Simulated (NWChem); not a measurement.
## Correlation energy of Se

SMILES: [Se]
```xyz
1

Se     0.0000     0.0000     0.0000
```
Charge 0, spin multiplicity 3.

All runs are NWChem calculations.

Basis set: def2-QZVP. Each correlation energy counts from its own Hartree-Fock reference.

The Hamiltonian is non-relativistic. The correlated methods keep 9 core orbitals frozen. No SCF solution was tested for a lower state. Open-shell Hartree-Fock references start from PBE0 orbitals. Coupled-cluster values serve here as a point of comparison, not as the truth.

Question: For the correlation energy, UMP2 gives -280.7 mHa and SCS-UMP2 gives -260.2 mHa. What do CCSD on ROHF, CCSD[T] on ROHF, CCSD(T) on ROHF give?

Answer: CCSD on ROHF: -290.9 mHa; CCSD[T] on ROHF: -299.6 mHa; CCSD(T) on ROHF: -299.3 mHa.
